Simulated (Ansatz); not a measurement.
Zr(NH2)Cl3 (ZrNCl₃H₂). Charge 0, multiplicity 3. Geometry PBE-D4/def2-SVP, that of the neutral singlet; atoms count from 1.

```xyz
7

Zr   -0.334    0.476   -0.443
N     0.644   -0.812    0.739
H     1.009   -1.730    0.456
H     0.824   -0.680    1.743
Cl    0.283   -0.028   -2.655
Cl    0.224    2.640    0.296
Cl   -2.649    0.133   -0.135
```

In the def2 sets Zr takes a core potential; there is no spin–orbit coupling. At PBE0-D4/def2-TZVP a singlet of charge 0 lies 4.37 eV below the triplet at the same geometry.

Q: Estimate the Mulliken populations from the PBE0/def2-TZVP orbitals of Ansatz.

A: 
```csv
atom,charge (e),spin (α − β),d electrons
Zr1,1.09,0.85,2.33
N2,-0.45,0.91,–
H3,0.29,0.00,–
H4,0.29,0.00,–
Cl5,-0.42,0.05,–
Cl6,-0.41,0.08,–
Cl7,-0.38,0.11,–
```
Mulliken values depend strongly on the basis.

Q: Where does the spin sit?

A: Summed by element: Zr 0.85, N 0.91, H 0.01, Cl 0.23, of 2 unpaired in all. Largest on single atoms: N2 0.91, Zr1 0.85, Cl7 0.11.

Q: And the Mayer bond orders between heavy atoms (over 0.3)?

A: Zr1–N2 0.60 (2.00 Å); Zr1–Cl5 0.99 (2.35 Å); Zr1–Cl6 0.98 (2.35 Å); Zr1–Cl7 0.98 (2.36 Å).
